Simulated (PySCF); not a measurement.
Compound: C₄H₇NPSi₂ (doublet state).
Geometry (GFN2-xTB, Å), atoms numbered from 1 in this order:
```
atom  x, y, z in Å
C1    -2.2110    1.6885    1.0548
C2    -1.9690    1.3631   -0.0723
C3    -1.6252    0.9394   -1.4056
Si4   -0.2035   -0.3614   -1.2912
C5    -1.0480   -1.9026   -0.6886
N6    -1.5131   -2.9100   -0.3825
Si7    1.7461    0.2095   -0.2128
P8     2.9090   -1.7014   -0.1935
H9    -2.4620    1.9940    2.0260
H10   -2.5080    0.5172   -1.8886
H11   -1.3049    1.8061   -1.9870
H12    1.7355    0.8571    1.1110
H13    2.4927    1.1148   -1.1024
H14    3.8293   -1.2844    0.7447
H15    2.1277   -2.3219    0.7605
```

The hyperfine couplings belong to this conformer and change with its torsions.

The species is `C#CC[Si](C#N)[SiH2]P` [radical].

Method used: PySCF 2.14.0, UKS B3LYP, pcH-1 on C H N P Si, non-relativistic, mean-field spin-orbit, GIAO. Geometry: GFN2-xTB, one conformer, isolated molecule. Couplings are sensitive to structure, and on GFN2-xTB geometries they can be far from those on DFT ones, by a factor of two or more for some ions and for spin on atoms past the first row. The SCF solution wasn't tested for stability.

Question: Where do the isotropic ENDOR lines of N6, H12/H13, H9 and P8 fall at 336.9 mT, to first order?

Answer: For S = 1/2 in fast tumbling each set of equivalent nuclei gives two lines, ν± = |νn ± a/2| to first order, with νn = g_N μN B/h and μN/h = 7.62259 MHz/T.

```json
{"nuclei": "N6", "isotope": "14N", "g_N": "0.4038", "νn (MHz)": "1.04", "a_iso (MHz)": "2.80", "lower line (MHz)": "0.36", "upper line (MHz)": "2.44"}
{"nuclei": "H12/H13", "isotope": "1H", "g_N": "5.5857", "νn (MHz)": "14.34", "a_iso (MHz)": "29.56", "lower line (MHz)": "0.44", "upper line (MHz)": "29.12"}
{"nuclei": "H9", "isotope": "1H", "g_N": "5.5857", "νn (MHz)": "14.34", "a_iso (MHz)": "-4.75", "lower line (MHz)": "11.97", "upper line (MHz)": "16.72"}
{"nuclei": "P8", "isotope": "31P", "g_N": "2.2632", "νn (MHz)": "5.81", "a_iso (MHz)": "12.31", "lower line (MHz)": "0.34", "upper line (MHz)": "11.97"}
```

Question: Which pairs are centred on the nuclear Larmor frequency, and which on half the coupling?

Answer: Centred on νn, since |a| < 2νn: H9. Centred on |a|/2 and split by 2νn: N6, H12/H13 and P8.

Means are taken over nuclei equivalent by connectivity, which assumes that they swap fast. The 1H value of +29.6 MHz is a mean of couplings from -2.0 to 61.1 MHz in this one geometry, not an average over conformers.
